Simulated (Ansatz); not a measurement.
Sn(H)(F)2(vinyl) (C₂H₄F₂Sn), SMILES C=[CH][SnH]([F])[F].

Geometry: PBE0-D3(BJ)/def2-SVP. The structure was generated by enumeration; whether it is a known compound was not checked. The def2 effective core potentials stand for the cores of Sn; spin–orbit coupling is left out. The values are those of a single conformer.

Two levels are set side by side: PBE/def2-SVPD (Ansatz, a program for electronic structure) and PBE0/def2-SVPD (Ansatz). Energy differences of separate SCF runs at the same geometry; the states with an electron removed or added have multiplicity 2 and 2. Differences are taken from unrounded values.

```
quantity                            PBE0
---------------------------------  -----
vertical ionisation energy (eV)    11.19
vertical singlet–triplet gap (eV)   4.21
```

Task: What does PBE give, and how far is it from PBE0? (An estimate is asked for; the answer gives what the named calculation found.)

Result: 
```tsv
quantity	PBE	PBE minus PBE0
vertical ionisation energy (eV)	10.73	-0.47
vertical singlet–triplet gap (eV)	4.39	0.18
```
